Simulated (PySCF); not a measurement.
## Vertical excitation energies

SbH2Cl.
SMILES: `[Cl][SbH2]`

The calculation used TDDFT B3LYP/def2-SVPD, vertical, gas phase, core orbitals frozen in the response, def2 core potentials past Kr (PySCF 2.14.0, density-fitted response routines). Geometry: PBE0-D3(BJ)/def2-SVP; no solvent, vibrations or thermal averaging. Spin–orbit coupling is left out.

Predict the UV-vis stick spectrum at this level.

```json
{"state": "S1", "E (eV)": "4.49", "λ (nm)": "276.2", "f": "0.030", "symmetry": "A′", "main configurations (H = HOMO, L = LUMO)": "H→L (97%)"}
{"state": "S2", "E (eV)": "5.14", "λ (nm)": "241.4", "f": "0.0040", "symmetry": "A″", "main configurations (H = HOMO, L = LUMO)": "H-1→L (100%)"}
{"state": "S3", "E (eV)": "6.00", "λ (nm)": "206.8", "f": "0.037", "symmetry": "A′", "main configurations (H = HOMO, L = LUMO)": "H-2→L (92%)"}
{"state": "S4", "E (eV)": "6.14", "λ (nm)": "201.8", "f": "0.058", "symmetry": "A″", "main configurations (H = HOMO, L = LUMO)": "H→L+1 (92%)"}
{"state": "S5", "E (eV)": "6.24", "λ (nm)": "198.7", "f": "0.074", "symmetry": "A′", "main configurations (H = HOMO, L = LUMO)": "H→L+2 (93%)"}
{"state": "S6", "E (eV)": "6.83", "λ (nm)": "181.6", "f": "0.021", "symmetry": "A′", "main configurations (H = HOMO, L = LUMO)": "H-1→L+1 (88%)"}
{"state": "S7", "E (eV)": "6.91", "λ (nm)": "179.4", "f": "0.0019", "symmetry": "–", "main configurations (H = HOMO, L = LUMO)": "H-3→L (96%)"}
{"state": "S8", "E (eV)": "7.12", "λ (nm)": "174.1", "f": "0.010", "symmetry": "A″", "main configurations (H = HOMO, L = LUMO)": "H-1→L+2 (95%)"}
{"state": "S9", "E (eV)": "7.48", "λ (nm)": "165.8", "f": "0.050", "symmetry": "A″", "main configurations (H = HOMO, L = LUMO)": "H-2→L+1 (90%)"}
{"state": "S10", "E (eV)": "7.73", "λ (nm)": "160.3", "f": "0.125", "symmetry": "A′", "main configurations (H = HOMO, L = LUMO)": "H-2→L+2 (67%), H-4→L (26%)"}
```

Triplets (Tamm–Dancoff): T1 3.75 eV, H→L (98%); T2 4.75 eV, H-1→L (99%); T3 5.01 eV, H→L+1 (94%); T4 5.32 eV, H-2→L (95%).

The lowest singlet lies at 4.49 eV (276 nm, ultraviolet) and is of moderate strength; its leading configuration is HOMO→LUMO (97%). The strongest level in the table is S10 at 7.73 eV (160 nm, f = 0.125). It is the last of those listed, so stronger ones may follow. Löwdin shares by element: HOMO antimony 47%, chlorine 34%, hydrogen 19%; LUMO antimony 59%, chlorine 28%, hydrogen 14%. Weighted by f, the mean energy of these states is 6.72 eV. Orbital energies (eV): HOMO-3 -10.15, HOMO-2 -9.12, HOMO-1 -8.42, HOMO -7.57, LUMO -2.15, LUMO+1 -0.79, LUMO+2 -0.44. Of the 10 states listed, 8 reach f = 0.01 and none stays under 0.0005. The vertical ionisation energy (ΔSCF) is 9.98 eV, 2.24 eV above S10. Symmetry labels in Cs follow from the direction of the transition dipole and are given only for states with f of 0.002 or more. The window holds the lowest 10 singlets.
